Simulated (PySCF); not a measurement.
**Ionisation energy of V²²⁺ by level of theory**

V²²⁺ 1s1 [1s1/2^1, M_J = 1/2] → V²³⁺ (bare nucleus), as a difference of total energies. Calculation: PySCF 2.14, in an uncontracted even-tempered set (15 s from 24 bohr⁻², ratio 2.4; 9 p from 32 bohr⁻², ratio 2.4; 3 d from 95 bohr⁻², ratio 2.6; 3 f from 140 bohr⁻², ratio 2.6); the two-component X2C-1e Hamiltonian. "Screened" scales the spin-orbit matrix elements by Boettger's factors to mimic the two-electron term; Breit and QED terms are absent.

```tsv
method	ionisation energy (eV)
GHF (screened spin-orbit)	7248.8
GHF (bare spin-orbit)	7248.8
```

For comparison: 7246.1 eV (theoretical estimate listed by NIST; NIST Atomic Spectra Database, ionization energies).
